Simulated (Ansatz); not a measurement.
Consider the formal exchange of groups at the Al–Cl bond: `[NH2][Al]([SH])[Cl]` + CH₄ → `[CH3][Al]([NH2])[SH]` + HCl.

Computed with Ansatz on PBE0-D4/def2-TZVP structures; ΔE is electronic, products minus reactants. CCSD(T)/CBS adds triple-zeta CCSD(T) − MP2 to the extrapolated MP2 energy (def2 sets, frozen cores). This one scheme is used for every species. DFT in def2-TZVPP. One conformer a species, not always the lowest.

`[NH2][Al]([SH])[Cl]`:

Cartesian coordinates in Å:
```
N 0.879 0.593 0.617
Al -0.011 -0.234 -0.648
S -2.027 -1.000 -0.388
Cl 0.895 -0.508 -2.511
H 0.544 0.781 1.547
H 1.814 0.948 0.497
H -2.095 -0.579 0.887
```

CH₄:

Cartesian coordinates in Å:
```
C 0.000 0.000 0.000
H -0.400 -0.617 0.804
H 0.679 0.744 0.417
H -0.819 0.503 -0.514
H 0.540 -0.629 -0.707
```

`[CH3][Al]([NH2])[SH]`:

Z-matrix (Å, degrees):
```
C
Al 1 1.943
H 1 1.094 2 110.9
H 1 1.094 2 111.2 3 -118.8
H 1 1.093 2 112.0 3 120.4
N 2 1.767 1 122.2 3 -112.4
S 2 2.196 1 119.2 3 67.3
H 6 1.007 2 123.9 1 -0.3
H 6 1.006 2 126.1 1 179.6
H 7 1.344 2 94.1 1 -179.4
```

HCl:

Cartesian coordinates in Å:
```
Cl -0.477 -0.407 -0.124
H 0.477 0.407 0.124
```

| level | ΔE (kcal/mol) | difference from CCSD(T)/CBS |
| --- | --- | --- |
| BLYP-D4 | 39.1 | -0.7 |
| B97M-V | 41.0 | 1.2 |
| ωB97M-V | 39.5 | -0.3 |
| revPBE | 38.4 | -1.4 |
| PBE0 | 39.3 | -0.5 |
| r2SCANh | 40.8 | 1.0 |
| CAM-B3LYP | 40.0 | 0.2 |
| LC-ωPBE | 39.3 | -0.5 |
| HF/def2-SVP | 44.5 | 4.7 |
| CCSD(T)/def2-TZVPP | 39.3 | -0.5 |
| CCSD(T)/CBS | 39.8 | 0 |

(1) What do rigid-rotor, harmonic-oscillator terms from PBE0-D4/def2-TZVP frequencies (298.15 K, 1 bar) make of the CCSD(T)/CBS value? (Best estimate.)

Largest T1 diagnostic among the species: 0.010.

Answers

(1) The calculation gave: ΔZPE = -2.5 kcal/mol, ΔH = +37.6 kcal/mol, ΔS = 19 J/(mol·K), ΔG = +36.2 kcal/mol. Modes under 50 cm⁻¹ make the entropy rough.

In def2-TZVPP, CCSD(T) changes the Hartree–Fock value by −4.4 kcal/mol (the triples alone add −0.4 kcal/mol) and MP2 by −3.3 kcal/mol. From PBE to PBE0 (25 % exact exchange), in def2-TZVPP and without D4, ΔE moves by +1.2 kcal/mol.
